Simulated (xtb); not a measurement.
C$_{2}$Cl$_{3}$, doublet, from a rough starting geometry; xtb 6.7.1 with GFN2-xTB.

Input for xtb:
```
$ xtb mol.xyz --gfn 2 --uhf 1 --opt vtight --json

# file mol.xyz
5

C     -0.03827507     0.26785068     0.99520946
C      0.02843880     0.27083290    -0.36217985
Cl     0.00786667    -1.16634829     1.90212926
Cl     0.02146051    -1.16696213    -1.23391006
Cl     0.02094200     1.75803398    -1.23973627
```

Output, abridged:

```
   ID    Z sym.   atoms
    1    6 C      1, 2
    2   17 Cl     3-5

           -------------------------------------------------
          |                Calculation Setup                |
           -------------------------------------------------

           -------------------------------------------------
          |                 G F N 2 - x T B                 |
           -------------------------------------------------

          ...................................................
          :                      SETUP                      :
          :.................................................:
          :  # basis functions                  38          :
          :  # atomic orbitals                  35          :
          :  # shells                           13          :
          :  # electrons                        29          :
          :  max. iterations                   250          :
          :  Hamiltonian                  GFN2-xTB          :
          :  restarted?                      false          :
          :  GBSA solvation                  false          :
          :  PC potential                    false          :
          :  electronic temp.          300.0000000     K    :
          :  accuracy                    1.0000000          :
          :  -> integral cutoff          0.2500000E+02      :
          :  -> integral neglect         0.1000000E-07      :
          :  -> SCF convergence          0.1000000E-05 Eh   :
          :  -> wf. convergence          0.1000000E-03 e    :
          :  Broyden damping             0.4000000          :
          :  net charge                          0          :
          :  unpaired electrons                  1          :
          ...................................................

 iter      E             dE          RMSdq      gap      omega  full diag
   1    -17.8620709 -0.178621E+02  0.568E+00    3.75       0.0  T
   2    -17.8656961 -0.362512E-02  0.359E+00    3.44       1.0  T
   3    -17.8374777  0.282184E-01  0.269E+00    3.93       1.0  T
   4    -17.8693462 -0.318684E-01  0.998E-01    3.58       1.0  T
   5    -17.8726610 -0.331482E-02  0.241E-01    3.61       1.0  T
   6    -17.8726907 -0.296984E-04  0.184E-01    3.61       1.0  T
   7    -17.8727253 -0.346068E-04  0.848E-02    3.61       1.0  T
   8    -17.8727304 -0.509952E-05  0.536E-02    3.61       1.0  T
   9    -17.8727389 -0.846899E-05  0.246E-02    3.61       1.8  T
  10    -17.8727395 -0.674869E-06  0.123E-02    3.61       3.6  T
  11    -17.8727398 -0.312872E-06  0.583E-03    3.61       7.7  T
  12    -17.8727399 -0.544420E-07  0.346E-03    3.61      12.9  T
  13    -17.8727399 -0.341978E-07  0.205E-03    3.61      21.8  T
  14    -17.8727400 -0.125384E-07  0.117E-03    3.61      38.1  T
  15    -17.8727400 -0.570764E-08  0.444E-04    3.61     100.7  T
  16    -17.8727400 -0.130651E-09  0.179E-04    3.61     250.5  T

   *** convergence criteria satisfied after 16 iterations ***

         :::::::::::::::::::::::::::::::::::::::::::::::::::::
         ::                     SUMMARY                     ::
         :::::::::::::::::::::::::::::::::::::::::::::::::::::
         :: total energy             -17.810503602790 Eh    ::
         :: gradient norm              0.081371072709 Eh/a0 ::
         :: HOMO-LUMO gap              3.613596497712 eV    ::
         ::.................................................::
         :: SCC energy               -17.872739368620 Eh    ::
         :: -> isotropic ES            0.003956118324 Eh    ::
         :: -> anisotropic ES          0.000507068733 Eh    ::
         :: -> anisotropic XC          0.000751049973 Eh    ::
         :: -> dispersion             -0.004918874870 Eh    ::
         :: repulsion energy           0.062235765830 Eh    ::
         :: add. restraining           0.000000000000 Eh    ::
         :: total charge               0.000000000000 e     ::
         :::::::::::::::::::::::::::::::::::::::::::::::::::::

      -----------------------------------------------------------
     |                   =====================                   |
     |                        A N C O P T                        |
     |                   =====================                   |
     |               Approximate Normal Coordinate               |
     |                Rational Function Optimizer                |
      -----------------------------------------------------------
      -----------------------------------------------------------
     |                   =====================                   |
     |                        A N C O P T                        |
     |                   =====================                   |
     |               Approximate Normal Coordinate               |
     |                Rational Function Optimizer                |
      -----------------------------------------------------------

          ...................................................
          :                      SETUP                      :
          :.................................................:
          :   optimization level         verytight          :
          :   max. optcycles                   200          :
          :   ANC micro-cycles                  20          :
          :   degrees of freedom                 9          :
          :.................................................:
          :   RF solver                   davidson          :
          :   write xtbopt.log                true          :
          :   linear?                        false          :
          :   energy convergence         0.1000000E-06 Eh   :
          :   grad. convergence          0.2000000E-03 Eh/α :
          :   maxmium RF displ.          1.0000000          :
          :   Hlow (freq-cutoff)         0.1000000E-01      :
          :   Hmax (freq-cutoff)         5.0000000          :
          :   S6 in model hess.         20.0000000          :
[...]
 * total energy  :   -17.8105036 Eh     change       -0.8367351E-10 Eh
 * total energy  :   -17.8157833 Eh     change       -0.5279736E-02 Eh
 * total energy  :   -17.8191401 Eh     change       -0.3356728E-02 Eh
 * total energy  :   -17.8197429 Eh     change       -0.6028713E-03 Eh
 * total energy  :   -17.8203714 Eh     change       -0.6284689E-03 Eh
 * total energy  :   -17.8204531 Eh     change       -0.8166192E-04 Eh
 * total energy  :   -17.8204681 Eh     change       -0.1506136E-04 Eh
 * total energy  :   -17.8204714 Eh     change       -0.3288470E-05 Eh
 * total energy  :   -17.8204722 Eh     change       -0.7608700E-06 Eh
 * total energy  :   -17.8204722 Eh     change       -0.2561141E-07 Eh
   *** GEOMETRY OPTIMIZATION CONVERGED AFTER 10 ITERATIONS ***
[...]
   1    -17.9048566 -0.179049E+02  0.191E-04    3.65       0.0  T
   2    -17.9048566 -0.242295E-10  0.158E-04    3.65     283.6  T
   3    -17.9048566 -0.175220E-10  0.117E-04    3.65     383.8  T

   *** convergence criteria satisfied after 3 iterations ***

         :::::::::::::::::::::::::::::::::::::::::::::::::::::
         ::                     SUMMARY                     ::
         :::::::::::::::::::::::::::::::::::::::::::::::::::::
         :: total energy             -17.820472205316 Eh    ::
         :: gradient norm              0.000050948157 Eh/a0 ::
         :: HOMO-LUMO gap              3.647488111935 eV    ::
         ::.................................................::
         :: SCC energy               -17.904855660549 Eh    ::
         :: -> isotropic ES            0.005322343118 Eh    ::
         :: -> anisotropic ES          0.000452504582 Eh    ::
         :: -> anisotropic XC          0.001174584351 Eh    ::
         :: -> dispersion             -0.004842189366 Eh    ::
         :: repulsion energy           0.084383455233 Eh    ::
         :: add. restraining           0.000000000000 Eh    ::
         :: total charge              -0.000000000000 e     ::
         :::::::::::::::::::::::::::::::::::::::::::::::::::::

           -------------------------------------------------
          |                Property Printout                |
           -------------------------------------------------

    * Orbital Energies and Occupations

         #    Occupation            Energy/Eh            Energy/eV
      -------------------------------------------------------------
         1        2.0000           -1.0967668             -29.8445
       ...           ...                  ...                  ...
         3        2.0000           -1.0757200             -29.2718
         4        2.0000           -0.6807605             -18.5244
         5        2.0000           -0.5969856             -16.2448
         6        2.0000           -0.5578184             -15.1790
         7        2.0000           -0.5472507             -14.8915
         8        2.0000           -0.5363771             -14.5956
         9        2.0000           -0.4958223             -13.4920
        10        2.0000           -0.4885359             -13.2937
        11        2.0000           -0.4538356             -12.3495
        12        2.0000           -0.4507887             -12.2666
        13        2.0000           -0.4414991             -12.0138
        14        2.0000           -0.4134275             -11.2499
        15        1.0000           -0.3817883             -10.3890 (HOMO)
        16                         -0.2477456              -6.7415 (LUMO)
        17                         -0.2065857              -5.6215
        18                         -0.1683216              -4.5803
        19                         -0.1062833              -2.8921
        20                         -0.0319245              -0.8687
        21                         -0.0319214              -0.8686
        22                         -0.0223225              -0.6074
        23                         -0.0138360              -0.3765
        24                         -0.0075620              -0.2058
        25                         -0.0075513              -0.2055
        26                         -0.0064785              -0.1763
       ...                                ...                  ...
        35                          0.7129960              19.4016
      -------------------------------------------------------------
                  HL-Gap            0.1340427 Eh            3.6475 eV
             Fermi-level           -0.3561874 Eh           -9.6924 eV

     #   Z          covCN         q      C6AA      α(0)
     1   6 C        1.960     0.005    30.939     8.983
     2   6 C        2.780     0.141    24.905     8.174
     3  17 Cl       0.914     0.052    97.620    15.116
     4  17 Cl       1.050    -0.118   102.860    15.516
     5  17 Cl       1.078    -0.081   101.693    15.428

 Mol. C6AA /au·bohr⁶  :       1652.614543
 Mol. C8AA /au·bohr⁸  :      63092.525193
 Mol. α(0) /au        :         63.216382

Wiberg/Mayer (AO) data.
largest (>0.10) Wiberg bond orders for each atom

 ---------------------------------------------------------------------------
     #   Z sym  total        # sym  WBO       # sym  WBO       # sym  WBO
 ---------------------------------------------------------------------------
     1   6 C    3.458 --     2 C    1.902     3 Cl   1.308     4 Cl   0.155
     2   6 C    3.886 --     1 C    1.902     5 Cl   1.004     4 Cl   0.875
                             3 Cl   0.105
     3  17 Cl   1.506 --     1 C    1.308     2 C    0.105
     4  17 Cl   1.130 --     2 C    0.875     1 C    0.155
     5  17 Cl   1.183 --     2 C    1.004
 ---------------------------------------------------------------------------

Topologies differ in total number of bonds
Writing topology from bond orders to xtbtopo.mol

molecular dipole:
                 x           y           z       tot (Debye)
 q only:       -0.007      -0.044       0.628
   full:       -0.005      -0.323       0.525       1.567
molecular quadrupole (traceless):
                xx          xy          yy          xz          yz          zz
 q only:        0.803       0.017      -1.025       0.025      -0.839       0.221
  q+dip:        0.134       0.015      -1.415       0.005      -1.326       1.281
   full:       -0.153       0.007      -0.307       0.010      -1.211       0.460

optimized geometry written to: xtbopt.xyz

           -------------------------------------------------
          | TOTAL ENERGY              -17.820472205316 Eh   |
          | GRADIENT NORM               0.000050948157 Eh/α |
          | HOMO-LUMO GAP               3.647488111935 eV   |
           -------------------------------------------------

normal termination of xtb
```
